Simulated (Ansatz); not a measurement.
A structure relaxed at PBE-D4/def2-SVP in Ansatz, charge 1, doublet:

```xyz
7

Mg   -1.402   -0.676   -4.061
Ag   -0.719   -1.515    2.522
Ag    1.004    0.679    2.557
Ag   -1.097    0.593    0.695
Ag    0.903   -1.116    0.285
Ag   -0.081    0.303   -1.950
Ag    1.392    1.731   -0.048
```

(1) Give its formula.

(2) Summarise the bond lengths by kind (pairs closer than 1.2 times the sum of covalent radii, bridged metal pairs left out).

Results:

(1) the cluster MgAg₆⁺.

(2) 12 × Ag–Ag 2.66 to 2.91 Å; 1 × Ag–Mg 2.68 Å.

In the def2 sets Ag takes a core potential; there is no spin–orbit coupling. The relaxation made no stability test and no search for a lower SCF solution. No other spin state of charge 1 was run. Another isomer (doublet) lies 0.96 eV lower at PBE0-D4/def2-TZVP; other spin states weren't run for this one.
